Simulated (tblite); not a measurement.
C5H11AlGe.
SMILES with atom numbers: `[CH3:1][CH2:2][C:3]#[C:4][AlH:5][CH2:6][GeH3:7]` (hydrogens: H8, H9, H10 on C1; H11, H12 on C2; H13 on Al5; H14, H15 on C6; H16, H17, H18 on Ge7)

Computed with GFN2-xTB (tblite), gas phase: L-BFGS steps from a force-field or distance-geometry start until the largest atomic force falls under 0.01 eV/Å.

The end geometry, which sets the zero of energy:
```
atom  x, y, z in Å
C1     -3.0063    0.7497    0.7885
C2     -2.9509   -0.0091   -0.5395
C3     -1.5819   -0.3312   -0.8936
C4     -0.4239   -0.5912   -1.1625
Al5     1.4446   -0.9471   -1.5124
C6      2.8131   -1.0970   -0.0719
Ge7     2.8026    0.5957    0.9403
H8     -2.5653    0.1532    1.5844
H9     -2.4519    1.6830    0.7150
H10    -4.0374    0.9755    1.0520
H11    -3.3904    0.6002   -1.3357
H12    -3.5273   -0.9369   -0.4636
H13     1.9718   -0.9639   -2.9662
H14     3.8287   -1.2369   -0.4704
H15     2.6446   -1.9118    0.6448
H16     1.4734    0.9039    1.5553
H17     3.1402    1.7628    0.0612
H18     3.8076    0.6074    2.0626
```

**Question.** These geometries come from the run, each turned onto the end geometry. Order them by energy, lowest first.
A.
```
atom  x, y, z in Å
C1     -2.9991    0.7442    0.7927
C2     -2.9260   -0.0082   -0.5338
C3     -1.5141   -0.3117   -0.8515
C4     -0.3741   -0.5414   -1.1315
Al5     1.4815   -0.9278   -1.5278
C6      2.8042   -1.0429   -0.0594
Ge7     2.7955    0.6248    0.9450
H8     -2.5714    0.1447    1.6234
H9     -2.4531    1.7071    0.7226
H10    -4.0756    0.9612    1.0328
H11    -3.3684    0.5971   -1.3391
H12    -3.4882   -0.9693   -0.4410
H13     1.9514   -1.0692   -3.0428
H14     3.8255   -1.2149   -0.4796
H15     2.5355   -1.8729    0.6181
H16     1.3715    0.8648    1.5330
H17     3.1828    1.7976    0.0151
H18     3.8134    0.5229    2.1121
```
B.
```
atom  x, y, z in Å
C1     -3.0106    0.7522    0.8032
C2     -2.9209   -0.0180   -0.5299
C3     -1.5359   -0.3082   -0.8527
C4     -0.3682   -0.5425   -1.1333
Al5     1.4810   -0.9294   -1.5403
C6      2.8097   -1.0507   -0.0700
Ge7     2.7909    0.6321    0.9530
H8     -2.5770    0.1540    1.6109
H9     -2.4604    1.6939    0.7251
H10    -4.0545    0.9585    1.0302
H11    -3.3650    0.5916   -1.3349
H12    -3.4813   -0.9569   -0.4451
H13     1.9499   -1.0678   -3.0320
H14     3.8177   -1.2171   -0.4706
H15     2.5430   -1.8699    0.6163
H16     1.3898    0.8662    1.5276
H17     3.1788    1.7893    0.0270
H18     3.8043    0.5289    2.1038
```
C.
```
atom  x, y, z in Å
C1     -3.0096    0.7484    0.7971
C2     -2.9180   -0.0122   -0.5213
C3     -1.5377   -0.3099   -0.8617
C4     -0.3793   -0.5400   -1.1328
Al5     1.4738   -0.9315   -1.5525
C6      2.8028   -1.0512   -0.0813
Ge7     2.7876    0.6298    0.9550
H8     -2.5819    0.1626    1.6024
H9     -2.4670    1.6848    0.7291
H10    -4.0469    0.9601    1.0325
H11    -3.3591    0.5815   -1.3267
H12    -3.4770   -0.9498   -0.4496
H13     1.9486   -1.0651   -3.0184
H14     3.8195   -1.2240   -0.4587
H15     2.5569   -1.8670    0.6137
H16     1.4189    0.8716    1.5206
H17     3.1713    1.7766    0.0501
H18     3.7883    0.5416    2.0906
```
D.
```
atom  x, y, z in Å
C1     -3.0104    0.7499    0.7989
C2     -2.9185   -0.0148   -0.5242
C3     -1.5437   -0.3098   -0.8691
C4     -0.3809   -0.5406   -1.1431
Al5     1.4583   -0.9363   -1.5523
C6      2.8005   -1.0575   -0.0953
Ge7     2.7914    0.6052    0.9401
H8     -2.5800    0.1610    1.6074
H9     -2.4657    1.6905    0.7317
H10    -4.0513    0.9641    1.0368
H11    -3.3598    0.5814   -1.3290
H12    -3.4772   -0.9532   -0.4516
H13     1.9510   -1.0605   -3.0122
H14     3.8252   -1.2328   -0.4444
H15     2.5746   -1.8669    0.6103
H16     1.4453    0.8892    1.5212
H17     3.1622    1.7723    0.0832
H18     3.7702    0.5651    2.0799
```
E.
```
atom  x, y, z in Å
C1     -3.0118    0.7501    0.7986
C2     -2.9254   -0.0120   -0.5240
C3     -1.5508   -0.3083   -0.8736
C4     -0.3916   -0.5434   -1.1598
Al5     1.4581   -0.9457   -1.5525
C6      2.8122   -1.0786   -0.0968
Ge7     2.7903    0.6029    0.9365
H8     -2.5812    0.1627    1.6064
H9     -2.4670    1.6891    0.7330
H10    -4.0500    0.9661    1.0408
H11    -3.3699    0.5828   -1.3276
H12    -3.4812   -0.9517   -0.4508
H13     1.9548   -1.0532   -3.0134
H14     3.8409   -1.2452   -0.4486
H15     2.5853   -1.8880    0.6125
H16     1.4507    0.9079    1.5285
H17     3.1601    1.7887    0.0967
H18     3.7678    0.5821    2.0824
```

**Answer.** E (0.004 eV), D (0.010 eV), C (0.032 eV), B (0.079 eV), A (0.205 eV).

In the order of the answer:

| step | E above end (eV) | largest force (eV/Å) | rms force component (eV/Å) | rms distance from end (Å) | rms bond change (Å) | bond most changed (Å) |
| --- | --- | --- | --- | --- | --- | --- |
| 14 | 0.004 | 0.05 | 0.015 | 0.045 | 0.001 | C6–H15 +0.002 |
| 8 | 0.010 | 0.14 | 0.041 | 0.051 | 0.005 | C6–Ge7 -0.014 |
| 4 | 0.032 | 0.55 | 0.134 | 0.058 | 0.005 | Ge7–H17 +0.011 |
| 2 | 0.079 | 0.72 | 0.206 | 0.064 | 0.016 | Ge7–H16 +0.036 |
| 0 | 0.205 | 2.98 | 0.612 | 0.069 | 0.030 | Ge7–H16 +0.063 |

The cost below is that of the whole relaxation. The run took 0.68 s of wall time on one thread, Arm Neoverse N1 (aarch64), no GPU, shared host with 64 logical CPUs at a one-minute load of 56.
